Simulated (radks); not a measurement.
Values are calculated unless marked as measured or tabulated.
Numerical settings for neutral fluorine, [He] 2s2 2p5. Level of theory: non-relativistic Kohn-Sham, PBE, spin-polarised, spherical densities, point nucleus; open shells are filled with parallel spins first (a radial shooting solver on a logarithmic mesh with Libxc functionals). The defaults (mesh step 0.008 in ln r, mesh end at 40 bohr or more with all orbitals vanishing there, Anderson mixing 0.5 over 9 steps, residual threshold near 1e-9 with the energy settled to 1e-9 hartree or 1e-11 of itself, here a cap of 54 iterations) give E = -99.6657 hartree and 2p at -10.235 eV in 14 iterations. Run on one thread of a shared host, so times are rough (Arm Neoverse N1): 0.11 s of CPU time, 0.11 s wall, 14 iterations on 2496 mesh points. Changes against that run (0 stands for a change within the tolerance of the run):

| setting | iterations | converged | E (mhartree) | e(2p) (meV) | CPU (s) |
|---|---|---|---|---|---|
| mesh step in ln r 0.02 | 14 | yes | 0 | 0 | 0.05 |
| mesh step in ln r 0.003 | 14 | yes | 0 | 0 | 0.26 |
| mesh step in ln r 0.08 | 14 | yes | +0.0014 | 0 | 0.02 |
| mesh end (bohr) 5 | 14 | yes | +3.68 | +226 | 0.1 |
| mesh end (bohr) 3 | 13 | yes | +175 | +4.4e+03 | 0.09 |
| residual threshold 1e-05 | 11 | yes | 0 | -0.0506 | 0.09 |
| residual threshold 0.001 | 10 | yes | 0 | -0.0994 | 0.08 |
| mixing 1 | 12 | yes | 0 | 0 | 0.09 |
| linear mixing, mixing 1 | 54 | no | +1.39e+04 | +1.04e+04 | 0.7 |
| linear mixing, mixing 0.5 | 33 | yes | 0 | 0 | 0.19 |
| mixing history 2 | 21 | yes | 0 | 0 | 0.14 |
| iteration cap 8 | 8 | no | 0 | +1.36 | 0.06 |

Settings that end as converged yet miss the energy by more than 1 mhartree: mesh end (bohr) 5 (+0.00368 hartree); mesh end (bohr) 3 (+0.175 hartree). A mesh that ends early acts as a hard wall.
